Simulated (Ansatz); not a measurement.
A run for Ansatz (a program for electronic structure): R-B2PLYP/def2-TZVPPD on H4OSi (SMILES O[SiH3]). Files ending in .json are basis or fitting sets from the Basis Set Exchange.

Ansatz 0.2 input:
```yaml
crystal:
  periodic: [false, false, false]
  atoms:
    - {symbol: O, position_ang: [0.41415649, 0.49281821, 2.69080823]}
    - {symbol: Si, position_ang: [-0.09076068, 0.12681566, 4.23551692]}
    - {symbol: H, position_ang: [1.09887725, 1.15488645, 2.56405945]}
    - {symbol: H, position_ang: [1.03795800, -0.38051467, 5.04901101]}
    - {symbol: H, position_ang: [-1.12040152, -0.91284549, 4.06364915]}
    - {symbol: H, position_ang: [-0.65775792, 1.32434713, 4.89702187]}
basis:
  gaussian:
    orbitals: def2-TZVPPD.json
hamiltonian:
  xc: {name: B2PLYP}
magnetization: {spin_polarized: false}
correlation: {electrons: outside_noble_gas}
scf: {lower_state_search: off}
```

**Question.** Give the final energy of this run.

**Answer.** -367.0291 hartree.
